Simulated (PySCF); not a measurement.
germyloxygermane (Ge2H6O), SMILES [GeH3][O][GeH3].

Geometry optimised at r2SCAN-D4/def2-SVP.

Level of theory: PBE/def2-TZVP (PySCF).

Symmetry labels are those of the subgroup C2v that the program uses (full group C2v).

Computed valence orbital energies around the gap with their symmetry:
```csv
orbital,symmetry,energy (eV)
HOMO−7,A1,-13.07
HOMO−6,B1,-9.74
HOMO−5,A1,-9.36
HOMO−4,B2,-9.28
HOMO−3,A2,-8.33
HOMO−2,B1,-8.26
HOMO−1,A1,-7.18
HOMO,B2,-6.70
LUMO,A1,-1.14
LUMO+1,A1,-0.08
LUMO+2,B1,0.52
LUMO+3,A1,0.58
```
